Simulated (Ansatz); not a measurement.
C₂H₆AlCl (SMILES [CH3][Al]([CH3])[Cl]), singlet, at a GFN2-xTB geometry (such geometries of metal compounds can be far from the true shape); Ansatz (a quantum-chemistry and plane-wave program) with BCCD(T)/def2-SV(P).

Input for Ansatz:
Ansatz 0.2 input:
```yaml
crystal:
  periodic: [false, false, false]
  atoms:
    - {symbol: Al, position_ang: [0.19336810, -0.22362314, 0.20469739]}
    - {symbol: C, position_ang: [2.04881583, -0.63261564, -0.39867224]}
    - {symbol: H, position_ang: [2.55571720, -1.37044326, 0.22610362]}
    - {symbol: H, position_ang: [2.67493413, 0.26590339, -0.40733043]}
    - {symbol: H, position_ang: [2.05971573, -1.01409035, -1.42528396]}
    - {symbol: C, position_ang: [-0.68671713, -0.95115699, 1.83877495]}
    - {symbol: H, position_ang: [-1.53792036, -1.59181966, 1.58505454]}
    - {symbol: H, position_ang: [-1.09258753, -0.14857686, 2.46389001]}
    - {symbol: H, position_ang: [-0.01687042, -1.54313835, 2.46532995]}
    - {symbol: Cl, position_ang: [-0.90172744, 1.04775891, -0.95349682]}
basis:
  gaussian:
    orbitals: def2-SV_P_.json
magnetization: {spin_polarized: false}
correlation: {method: bccd_t}
```
The basis file holds def2-SV(P) in the JSON format of the Basis Set Exchange.

It wrote (shortened):

```
Functional definition: HF
796 factors; integrals over basis functions are off by at most 6.5e-4 eV
mean field evaluation 1: about -21233.7029 eV, gradient 3.0e1 eV
mean field evaluation 2: about -21234.1956 eV, gradient 3.1e1 eV
mean field evaluation 4: about -21236.7996 eV, gradient 2.3e0 eV
mean field evaluation 8: about -21236.8421 eV, gradient 1.0e-1 eV
mean field evaluation 16: about -21235.7727 eV, gradient 1.1e1 eV
mean field -21236.84219853 eV, -780.4395559475 hartree, gradient 9.2e-6 eV, S^2 0.000000; 0 other end points of the search recorded, 0 dependent functions left out
12 core orbitals not correlated
reference -21236.84219853 eV, -780.4395559475 hartree; 12, 12 occupied and 52, 52 virtual orbitals, 796 factors
second order -12.01672533 eV of doubles, -0.00000000 eV of singles
cycle   1  -12.96762822 eV  change   -9.5e-1 eV  update   7.7e-2
cycle   2  -13.29336296 eV  change   -3.3e-1 eV  update   2.4e-2
cycle   3  -13.34818354 eV  change   -5.5e-2 eV  update   8.9e-3
cycle   4  -13.34911283 eV  change   -9.3e-4 eV  update   2.4e-3
cycle   5  -13.34805726 eV  change    1.1e-3 eV  update   7.5e-4
cycle   6  -13.34781190 eV  change    2.5e-4 eV  update   2.3e-4
cycle   7  -13.34783958 eV  change   -2.8e-5 eV  update   6.4e-5
cycle   8  -13.34783644 eV  change    3.1e-6 eV  update   2.0e-5
perturbative correction -0.32954139 eV, -0.0121104226 hartree
Total energy: -21250.51957636 eV, -780.9421903118 hartree
```
